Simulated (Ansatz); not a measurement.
`C[SiH2]C(=N)Cl` → `CC(=N)Cl` + `[SiH2]` at 400 K and 1 bar (silylene formation by 1,1-elimination).

Program: Ansatz. Geometries: PBE0-D4/def2-TZVP. ΔE: electronic, gas phase. CBS: MP2 limit from def2 TZ/QZ plus the TZ coupled-cluster correction, frozen cores. This one scheme is used for every species. One conformer a species, not always the lowest.

| species | CCSD(T)/CBS energy (Eh) | H − E (kJ/mol) | S (J/(mol·K)) |
| --- | --- | --- | --- |
| `C[SiH2]C(=N)Cl` | -883.26910 | 233.1 | 392.9 |
| `CC(=N)Cl` | -592.98219 | 180.2 | 315.8 |
| `[SiH2]` | -290.19011 | 44.2 | 218.1 |

H − E and S are ideal-gas, rigid-rotor, harmonic terms from PBE0-D4/def2-TZVP, for one conformer and one mirror image of each species. 1 Eh = 2625.50 kJ/mol, R = 8.31446 J/(mol·K).

By hand: ΔE, ΔH, ΔS and ΔG.

ΔE = (-592.98219) + (-290.19011) − (-883.26910) = 0.09680 Eh = 254.1 kJ/mol. Δ(H − E) = 180.2 + 44.2 − 233.1 = -8.7, so ΔH = 245.4 kJ/mol. ΔS = 315.8 + 218.1 − 392.9 = 141.0 J/(mol·K). ΔG = 245.4 − 400 × (141.0)/1000 = 189.0 kJ/mol.

By hand: the equilibrium constant, and the temperature at which ΔG would vanish if ΔH and ΔS stayed fixed.

log₁₀ K = −ΔG/(RT ln 10) = -24.7. ΔG = 0 at ΔH/ΔS = 1740 K.

The number of gas molecules changes by +1, which sets the sign of ΔS. A doubt of 5 kJ/mol in ΔE shifts log₁₀ K by 0.7 here. Other conformers and mirror images would add mixing entropy, several J/(mol·K) or more a flexible species. Modes under 60 cm⁻¹, often nearly free rotors, make the harmonic entropy too high. These are equilibria of isolated gas molecules and say nothing of rates. Largest T1 diagnostic: 0.014 (customary marks: 0.02 for closed shells, 0.045 for open ones).
